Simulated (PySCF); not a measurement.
Harmonic spectrum computed at PBE0 in the def2-TZVP basis family (core potentials from Rb on, PySCF, no spin–orbit coupling):

```csv
symmetry,ω (cm⁻¹),IR (km/mol)
a',185,21.4
a'',384,136
a',683,77.3
a',751,73.4
a',875,12.0
a',3829,79.3
```

**Question.** Which molecule gave it? In each, all ligands are bound to the one heavy central atom.
A. InO(OH) (singlet)
B. GeO(OH) (doublet)
C. GaO(OH) (singlet)
D. SnO(OH) (doublet)
E. AlO(OH) (singlet)

**Answer.** B. It has Cs symmetry with Ge–O 1.677 Å, Ge–O 1.775 Å, O–H 0.965 Å.
